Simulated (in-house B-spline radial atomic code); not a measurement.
Binding energies in Pt VI (Pt5+)

NIST's tabulated ground configuration is [Xe] 4f14 5d5; each binding energy is the energy of the ion with one electron taken from that subshell, relaxed, less that of the parent. Method: Dirac-Hartree-Fock, average of configuration, Fermi nucleus of rms radius 5.427 fm. Calculated with an all-electron radial atomic-structure program (B-spline basis). Energies include first-order Breit, QED and recoil terms.

| subshell | X-ray name | binding energy (eV) | -ε (eV) | relaxation (eV) |
| --- | --- | --- | --- | --- |
| 1s | K | 78472.2 | 78978.7 | 89.5 |
| 2s | L1 | 13969.6 | 14075.3 | 52.9 |
| 2p1/2 | L2 | 13355.5 | 13465.0 | 57.6 |
| 2p3/2 | L3 | 11646.1 | 11732.9 | 54.0 |
| 3s | M1 | 3386.1 | 3425.7 | 28.9 |
| 3p1/2 | M2 | 3113.3 | 3153.3 | 30.1 |
| 3p3/2 | M3 | 2733.2 | 2767.2 | 28.1 |
| 4s | N1 | 812.8 | 826.2 | 11.1 |
| 4p1/2 | N2 | 696.6 | 709.7 | 11.0 |
| 4p3/2 | N3 | 605.8 | 616.7 | 9.8 |
| 5s | O1 | 184.9 | 187.4 | 2.0 |
| 4f5/2 | N6 | 153.8 | 162.3 | 8.7 |
| 4f7/2 | N7 | 150.4 | 158.7 | 8.5 |
| 5p1/2 | O2 | 144.7 | 146.7 | 1.8 |
| 5p3/2 | O3 | 128.8 | 130.4 | 1.4 |
| 5d | O4,5 | 74.03 | 74.83 | 0.81 |

Relaxation = -ε minus the binding energy without Breit, QED and recoil terms.

Emission lines follow as differences of binding energies, with λ = 12398.42 eV·Å / E:

| line | holes | energy (eV) | wavelength (Å) |
| --- | --- | --- | --- |
| K-L3 | 1s → 2p3/2 | 66826.1 | 0.18553 |
| K-L2 | 1s → 2p1/2 | 65116.7 | 0.1904 |
| K-M3 | 1s → 3p3/2 | 75739.0 | 0.1637 |
| L1-M3 | 2s → 3p3/2 | 11236.4 | 1.1034 |
| L3-M1 | 2p3/2 → 3s | 8260.0 | 1.501 |

Q: What screening constant σ does Moseley's law, E = (3/4)·13.6057 eV·(Z - σ)², need for K-L3?

A: σ = -2.92.

Moseley's non-relativistic formula needs a falling, then negative, screening constant for heavy elements, because relativity binds the 1s electron more strongly than the formula allows.

Q: What does it cost to remove both a 2s and a 4p3/2 electron?

A: 14618 eV, which is 42.11 eV more than the two single binding energies together.

Q: What does it cost to remove both a 4p1/2 and a 5d electron?

A: 789.62 eV, which is 18.94 eV more than the two single binding energies together.

Q: What does it cost to remove both a 3p1/2 and a 4f7/2 electron?

A: 3300 eV, which is 36.28 eV more than the two single binding energies together.
